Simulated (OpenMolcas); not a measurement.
## Mo4+: effect of the metal basis

Mo4+ with its 6 nearest chloride ions at 2.422 Å, on the Zr site of Cs2ZrCl6 (a = 10.407 Å, distance in the model lattice 2.446 Å). The rest of the host is ab initio model potentials to 7.6 Å and point charges beyond; the distance is set by hand and nothing relaxes.

```json
{
 "Program": "OpenMolcas 26.06",
 "Method": "SS-CASPT2, IPEA 0.25 Eh, imaginary shift 0.1 Eh (closed shells correlated: 4s 4p and the ligand valence shells)",
 "Spin-orbit coupling": "state interaction with AMFI integrals over the reference wave functions"
}
```

Fixed: ligand basis ANO-RCC-VDZP, active space 2 electrons in 5 orbitals (4d), DKH2 Hamiltonian.

States (labels of O, the rotations of Oh). Energies in cm-1 above the lowest state or level, χT in cm3 K/mol; under a threefold ground state the first gap can be a small split of the lowest multiplet, not the spin-orbit step; 10Dq and B are least-squares fits to the states below 45000 cm-1, weighted by degeneracy, with a free offset, and given where the rms deviation is under 5 % of |10Dq| (or 100 cm-1) and under 700 cm-1.

```
Run   Metal basis  Ground state  First state of that spin   10Dq  B (rms of fit)  First gap with spin-orbit (degeneracies)  χT at 300 K  First state of another spin                     Cost
  A  ANO-RCC-VDZP           3T1                 3T2 26110  26357       479 (427)                                 24 (2, 3)        0.415                     1T2 6190  roughly 60 core-seconds
  B  ANO-RCC-VTZP           3T1                 3T2 25720                                                        24 (2, 3)        0.409                     1T2 5470   roughly 2 core-minutes
```

Against A, the first state of the same spin changes by -1.5 % in B.

Costs are those of the CASPT2 steps.

Roots that are degenerate in the reference are averaged as groups; the widest CASPT2 spread within a group is 410 cm-1 (the 3-fold group of multiplicity 1 near 32600 cm-1 above the lowest state of its run, B). Shifts and gaps below about the spread of the groups concerned are not significant. Over all roots computed the reference weight is 0.65 to 0.66 in A, 0.64 to 0.65 in B; a low but even weight reflects the number of correlated electrons. An orbital triplet at a regular site is open to Jahn-Teller coupling, which can distort the site and quench the lowest spin-orbit gaps and is left out. Ligand-to-metal charge-transfer states are missing. With no ligand orbital active B as a rule stays too high, so bands that hang on it stand too high and its fall with covalency is understated. With one d shell and no ligand orbital active, 10Dq can be off by a tenth or more. The least metal-like active orbital is 69 % on the metal (Löwdin) and no ligand orbital is active, so the numbers are rough (holds for A). The least metal-like active orbital is 71 % on the metal (Löwdin) and no ligand orbital is active, so the numbers are rough (holds for B). No measured value stands beside these numbers; the geometry was set by hand and not optimised.
